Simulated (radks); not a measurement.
All-electron atom: the potassium ion K5+ in [Ne] 3s2 3p2. Method: Dirac Kohn-Sham, PBEsol, spin-unpolarised, spherical densities, finite nucleus; open shells fill j = l - 1/2 first; Fermi nuclear charge, rms radius 3.4349 fm; computed with a radial shooting solver on a logarithmic mesh with Libxc functionals.

Spin-orbit splittings of the eigenvalues, e(l+1/2) - e(l-1/2), with zeta = 2 splitting/(2l+1) and mean radii in bohr:

shell  occ.  splitting (eV)  zeta (eV)  <r> j=l-1/2  <r> j=l+1/2
2p        6               ?          ?       0.3470       0.3495
3p        2          0.3952     0.2635        1.192        1.197

Estimate the 2p splitting.

Answer. 2.919 eV (zeta = 1.946 eV).
